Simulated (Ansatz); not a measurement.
`N[SiH2]I` + H₂Te → `N[SiH2][TeH]` + HI at 298.15 K and 1 bar (ligand exchange at the Si–I bond).

Calculated with Ansatz (gas phase, PBE0-D4/def2-TZVP geometries, no zero-point term in ΔE). CBS: MP2 limit from def2 TZ/QZ plus the TZ coupled-cluster correction, frozen cores. def2 core potentials past Kr. For I, Te outer-core shells are correlated without core-valence functions, which leaves a few kJ/mol of doubt a bond. One conformer a species, not always the lowest.

```
       species  CCSD(T)/CBS energy (Eh)  H − E (kJ/mol)  S (J/(mol·K))
    `N[SiH2]I`               -643.69654           132.0          314.6
          H₂Te               -268.91024            41.3          228.4
`N[SiH2][TeH]`               -614.55865           150.4          332.3
            HI               -298.03592            22.7          206.5
```

H − E and S are ideal-gas, rigid-rotor, harmonic terms from PBE0-D4/def2-TZVP, for one conformer and one mirror image of each species. 1 Eh = 2625.50 kJ/mol, R = 8.31446 J/(mol·K).

By hand: ΔE, ΔH, ΔS and ΔG.

ΔE = (-614.55865) + (-298.03592) − (-643.69654) − (-268.91024) = 0.01221 Eh = 32.1 kJ/mol. Δ(H − E) = 150.4 + 22.7 − 132.0 − 41.3 = -0.2, so ΔH = 31.9 kJ/mol. ΔS = 332.3 + 206.5 − 314.6 − 228.4 = -4.2 J/(mol·K). ΔG = 31.9 − 298.15 × (-4.2)/1000 = 33.2 kJ/mol.

By hand: the equilibrium constant, and the temperature at which ΔG would vanish if ΔH and ΔS stayed fixed.

log₁₀ K = −ΔG/(RT ln 10) = -5.8. ΔH and −TΔS have one sign here, so there is no such temperature. One of them is within its doubt of zero, so this could turn.

The number of gas molecules stays the same, so ΔS is small and ΔH decides. A doubt of 5 kJ/mol in ΔE shifts log₁₀ K by 0.9 here. Other conformers and mirror images would add mixing entropy, several J/(mol·K) or more a flexible species. These are equilibria of isolated gas molecules and say nothing of rates. Largest T1 diagnostic: 0.011 (customary marks: 0.02 for closed shells, 0.045 for open ones).
